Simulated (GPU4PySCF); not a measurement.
C₈H₁₂CuN₄, SMILES CC#[N]->[Cu+](<-[N]#CC)(<-[N]#CC)<-[N]#CC, charge +1, multiplicity 1.

The structure is a stationary point at PBE0-D3(BJ)/def2-TZVP. The multiplicity is an assumed one; no other spin state was optimised. The isomer is the one that the SMILES or the coordinates give; other isomers of the formula were not compared.

All values below come from GPU4PySCF with PBE0-D3(BJ)/def2-TZVP.

Frequencies are harmonic and unscaled.

A small imaginary wavenumber (i) marks a very flat motion, where grid noise or a shallow saddle decides the sign.

Computed normal modes with their intensities:
| mode | ν (cm⁻¹) | IR (km/mol) | Raman (Å⁴/amu) | depolarisation | moving atoms (share of kinetic energy) |
|---|---|---|---|---|---|
| 1 | 11i | 0.0 | 0.0 | – | H 100 % |
| 2 | 10i | 0.0 | 0.0 | – | H 100 % |
| 3 | 9i | 0.0 | 0.0 | – | H 100 % |
| 4 | 5i | 0.0 | 0.0 | – | H 100 % |
| 5 | 24 | 0.0 | 4.7 | 0.75 | C 78 %, H 19 % |
| 6 | 24 | 0.0 | 4.7 | 0.75 | C 78 %, H 19 % |
| 7 | 30 | 8.3 | 2.9 | 0.75 | C 59 %, Cu 19 %, H 18 % |
| 8 | 30 | 8.3 | 2.9 | 0.75 | C 59 %, Cu 19 %, H 18 % |
| 9 | 30 | 8.3 | 2.9 | 0.75 | C 59 %, Cu 19 %, H 18 % |
| 10 | 84 | 0.0 | 0.0 | – | N 64 %, C 24 %, H 12 % |
| 11 | 84 | 0.0 | 0.0 | – | N 64 %, C 24 %, H 12 % |
| 12 | 84 | 0.0 | 0.0 | – | N 64 %, C 24 %, H 12 % |
| 13 | 142 | 0.0 | 0.6 | 0.75 | N 67 %, C 25 %, H 9 % |
| 14 | 142 | 0.0 | 0.6 | 0.75 | N 67 %, C 25 %, H 9 % |
| 15 | 144 | 16.9 | 2.0 | 0.75 | N 48 %, Cu 27 %, C 18 % |
| 16 | 144 | 16.9 | 2.0 | 0.75 | N 48 %, Cu 27 %, C 18 % |
| 17 | 145 | 16.9 | 2.0 | 0.75 | N 48 %, Cu 27 %, C 18 % |
| 18 | 208 | 0.0 | 2.3 | 0.00 | C 61 %, N 31 %, H 8 % |
| 19 | 220 | 0.6 | 7.5 | 0.75 | C 43 %, Cu 27 %, N 24 % |
| 20 | 220 | 0.6 | 7.5 | 0.75 | C 43 %, Cu 27 %, N 24 % |
| 21 | 220 | 0.6 | 7.5 | 0.75 | C 43 %, Cu 27 %, N 24 % |
| 22 | 405 | 0.0 | 0.0 | – | C 55 %, N 25 %, H 20 % |
| 23 | 405 | 0.0 | 0.0 | – | C 55 %, N 25 %, H 20 % |
| 24 | 405 | 0.0 | 0.0 | – | C 55 %, N 25 %, H 20 % |
| 25 | 412 | 2.9 | 1.3 | 0.75 | C 51 %, N 30 %, H 19 % |
| 26 | 412 | 2.9 | 1.3 | 0.75 | C 51 %, N 30 %, H 19 % |
| 27 | 412 | 2.9 | 1.2 | 0.75 | C 51 %, N 30 %, H 19 % |
| 28 | 413 | 0.0 | 5.4 | 0.75 | C 51 %, N 30 %, H 19 % |
| 29 | 413 | 0.0 | 5.4 | 0.75 | C 51 %, N 30 %, H 19 % |
| 30 | 965 | 0.3 | 17.5 | 0.75 | C 55 %, N 29 %, H 16 % |
| 31 | 965 | 0.3 | 17.5 | 0.75 | C 55 %, N 29 %, H 16 % |
| 32 | 965 | 0.3 | 17.5 | 0.75 | C 55 %, N 29 %, H 16 % |
| 33 | 971 | 0.0 | 40.0 | 0.00 | C 55 %, N 30 %, H 15 % |
| 34 | 1048 | 0.0 | 0.0 | – | H 65 %, C 34 % |
| 35 | 1048 | 0.0 | 0.0 | – | H 65 %, C 34 % |
| 36 | 1048 | 0.1 | 0.0 | – | H 65 %, C 34 % |
| 37 | 1048 | 0.7 | 0.6 | 0.75 | H 65 %, C 34 % |
| 38 | 1048 | 0.6 | 0.6 | 0.75 | H 65 %, C 34 % |
| 39 | 1048 | 9.1 | 0.2 | 0.75 | H 65 %, C 34 % |
| 40 | 1048 | 8.8 | 0.3 | 0.75 | H 65 %, C 34 % |
| 41 | 1048 | 9.0 | 0.3 | 0.75 | H 65 %, C 34 % |
| 42 | 1399 | 3.0 | 24.1 | 0.75 | H 79 %, C 21 % |
| 43 | 1399 | 3.0 | 24.2 | 0.75 | H 79 %, C 21 % |
| 44 | 1399 | 3.0 | 24.1 | 0.75 | H 79 %, C 21 % |
| 45 | 1400 | 0.0 | 25.0 | 0.00 | H 79 %, C 21 % |
| 46 | 1455 | 1.4 | 3.0 | 0.75 | H 97 % |
| 47 | 1455 | 0.8 | 5.6 | 0.75 | H 97 % |
| 48 | 1455 | 33.9 | 5.4 | 0.75 | H 97 % |
| 49 | 1455 | 10.1 | 6.7 | 0.75 | H 97 % |
| 50 | 1455 | 14.7 | 9.9 | 0.75 | H 97 % |
| 51 | 1456 | 4.8 | 6.0 | 0.75 | H 97 % |
| 52 | 1456 | 21.7 | 17.6 | 0.75 | H 97 % |
| 53 | 1456 | 28.3 | 14.8 | 0.75 | H 97 % |
| 54 | 2408 | 11.8 | 389.5 | 0.75 | C 61 %, N 39 % |
| 55 | 2408 | 11.8 | 389.2 | 0.75 | C 61 %, N 39 % |
| 56 | 2408 | 11.8 | 389.9 | 0.75 | C 61 %, N 39 % |
| 57 | 2415 | 0.0 | 807.4 | 0.00 | C 61 %, N 39 % |
| 58 | 3072 | 1.2 | 106.3 | 0.15 | H 97 % |
| 59 | 3072 | 1.2 | 111.5 | 0.14 | H 97 % |
| 60 | 3072 | 1.3 | 65.7 | 0.27 | H 97 % |
| 61 | 3072 | 0.3 | 773.3 | 0.00 | H 97 % |
| 62 | 3156 | 1.4 | 72.4 | 0.75 | H 91 %, C 9 % |
| 63 | 3156 | 1.2 | 68.0 | 0.75 | H 91 %, C 9 % |
| 64 | 3156 | 1.2 | 65.3 | 0.75 | H 91 %, C 9 % |
| 65 | 3156 | 1.3 | 107.7 | 0.75 | H 91 %, C 9 % |
| 66 | 3156 | 0.9 | 30.3 | 0.75 | H 91 %, C 9 % |
| 67 | 3156 | 1.9 | 89.7 | 0.75 | H 91 %, C 9 % |
| 68 | 3156 | 0.6 | 72.2 | 0.75 | H 91 %, C 9 % |
| 69 | 3156 | 2.2 | 83.2 | 0.75 | H 91 %, C 9 % |
